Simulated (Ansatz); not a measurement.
```yaml
crystal:
  periodic: [false, false, false]
  atoms:
    - {symbol: B, position_ang: [-2.560597, -0.936056, 0.408979]}
    - {symbol: C, position_ang: [-0.186691, -1.543591, 1.847296]}
    - {symbol: O, position_ang: [2.156138, -0.726471, 1.298021]}
    - {symbol: C, position_ang: [2.408100, 0.854400, -0.916790]}
    - {symbol: Ga, position_ang: [-1.056366, 1.266812, -2.424768]}
    - {symbol: H, position_ang: [-4.512161, -1.797262, 1.124908]}
    - {symbol: H, position_ang: [-1.637103, 0.344400, 2.515725]}
    - {symbol: H, position_ang: [-0.100965, -2.752989, 3.514740]}
    - {symbol: H, position_ang: [3.778968, -0.076863, -2.154512]}
    - {symbol: H, position_ang: [3.278729, 2.623063, -0.287941]}
    - {symbol: H, position_ang: [-1.568035, 2.744538, -4.925677]}
basis:
  gaussian: {orbitals: pcseg-2}
hamiltonian: {xc: {name: LC-wPBE}}
```

```sh
$ ansatz run in.yaml --threads 4 --pin off --events-out ev --progress --plain --max-ram 10444MiB
```

Shortened log:

```
Functional definition: LC-wPBE
1342 factors; their error is unknown
431 factors; integrals over basis functions are off by at most 1.2e-4 eV
mean field evaluation 1: about -57195.0503 eV, gradient 9.0e1 eV
mean field evaluation 2: about -56777.7621 eV, gradient 1.4e2 eV
mean field evaluation 4: about -57116.2342 eV, gradient 1.7e2 eV
mean field evaluation 8: about -57221.5611 eV, gradient 3.5e0 eV
mean field evaluation 16: about -57221.9860 eV, gradient 2.0e-2 eV
mean field evaluation 32: about -57221.9855 eV, gradient 2.5e-3 eV
mean field -57221.98549635 eV, -2102.8691805359 hartree, gradient 4.8e-6 eV, S^2 0.000000; 6 other end points of the search recorded, 0 dependent functions left out
reference -57221.98549636 eV, -2102.8691805364 hartree; 31, 31 occupied and 216, 216 virtual orbitals, 1342 factors
Total energy: -57221.98549636 eV, -2102.8691805364 hartree
```

What is wrong with this run?

The coordinates are in bohr but typed as ångström. The run converged. The result belongs to that input, not to the molecule as meant.
